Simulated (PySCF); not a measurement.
PySCF job for C4H12Si2, SMILES C1C[SiH2]C[SiH2]C1, ωB97X-D3(BJ)/def2-SVP. 

```python
import numpy as np
from pyscf import gto, scf, dft
import os
os.environ['JAX_PLATFORMS'] = 'cpu'
from ase import Atoms, units
from ase.calculators.calculator import Calculator, all_changes
from sella import Sella

mol = gto.M(
    atom='''
    C     0.30195517   -1.78054688    0.00000001
    C    -0.29487769   -1.18736583    1.27671668
    Si    0.15229804    0.63937264    1.56191872
    C    -0.35391600    1.59464770   -0.00000001
    Si    0.15229803    0.63937262   -1.56191873
    C    -0.29487768   -1.18736584   -1.27671667
    H     1.38494468   -1.63061177    0.00000001
    H     0.12795537   -2.86288118    0.00000002
    H     0.04927564   -1.77858061    2.12759847
    H    -1.38022124   -1.30724629    1.24354124
    H     1.60063095    0.75725422    1.78197292
    H    -0.55738304    1.14281188    2.74737999
    H     0.08282543    2.59084349   -0.00000001
    H    -1.43437792    1.73552256   -0.00000001
    H    -0.55738304    1.14281185   -2.74738002
    H     1.60063095    0.75725420   -1.78197292
    H    -1.38022124   -1.30724630   -1.24354122
    H     0.04927565   -1.77858063   -2.12759845
    ''',
    basis='def2-SVP',
    charge=0,
    spin=0,
    max_memory=1600,
    verbose=3,
)
mf = dft.RKS(mol, xc='wb97x-d3bj').density_fit(auxbasis='def2-universal-jkfit')
mf.grids.level = 3
mf.conv_tol = 1e-9
mf.max_cycle = 100
mf.kernel()
grad = mf.nuc_grad_method()
grad.grid_response = mol.nao <= 150
scan = grad.as_scanner()
scan.verbose = scan.base.verbose = 0
class SCF(Calculator):
    implemented_properties = ['energy', 'forces']
    def calculate(self, atoms=None, properties=None, system_changes=all_changes):
        super().calculate(atoms, properties, system_changes)
        e, g = scan(mol.set_geom_(self.atoms.positions, unit='Angstrom', inplace=False))
        assert scan.converged
        self.results = {'energy': float(e) * units.Hartree, 'forces': -np.asarray(g) * units.Hartree / units.Bohr}
atoms = Atoms(mol.elements, mol.atom_coords(unit='Angstrom'), calculator=SCF())
conv = Sella(atoms, order=0, internal=True, allow_fragments=True).run(fmax=0.002, steps=150)
mol_eq = mol.set_geom_(atoms.positions, unit='Angstrom', inplace=False)
print(mol_eq.tostring(format='xyz'))
mf.reset(mol_eq)
mf.verbose = 3
mf.kernel()
```

Log of the run:

```
converged SCF energy = -738.520097042309
     Step          Energy         fmax         cmax       rtrust          rho
Sella   0   -20096.155447       1.1015       0.0000       0.1000       1.0000
Sella   1   -20096.227343       1.1015       0.0000       0.1000       1.1732
Sella   2   -20096.237612       0.4817       0.0000       0.1000       1.2505
Sella   3   -20096.239295       0.1184       0.0000       0.1000       1.2361
Sella   4   -20096.239707       0.0607       0.0000       0.1000       1.3632
Sella   5   -20096.239866       0.0320       0.0000       0.1000       1.2120
Sella   6   -20096.239894       0.0132       0.0000       0.1000       1.3635
Sella   7   -20096.239906       0.0061       0.0000       0.1000       1.3370
Sella   8   -20096.239909       0.0039       0.0000       0.1000       1.2711
18
XYZ from PySCF
C           0.28044597       -1.80379460        0.00000003
C          -0.28858310       -1.18251558        1.28945539
Si          0.15698781        0.63879247        1.52515451
C          -0.40111798        1.58714299       -0.00000000
Si          0.15698773        0.63879243       -1.52515457
C          -0.28858302       -1.18251566       -1.28945542
H           1.38131097       -1.70277480        0.00000010
H           0.08011712       -2.88916860        0.00000006
H           0.06750220       -1.74482544        2.16986038
H          -1.39014135       -1.27786997        1.29445258
H           1.64230063        0.76186315        1.66564242
H          -0.47318876        1.16822076        2.77404539
H          -0.01749567        2.62040680       -0.00000002
H          -1.50418324        1.64032348        0.00000007
H          -0.47318892        1.16822080       -2.77404538
H           1.64230055        0.76186325       -1.66564247
H          -1.39014128       -1.27787014       -1.29445266
H           0.06750242       -1.74482550       -2.16986038
converged SCF energy = -738.523200961283
```

Self-consistency was reached.
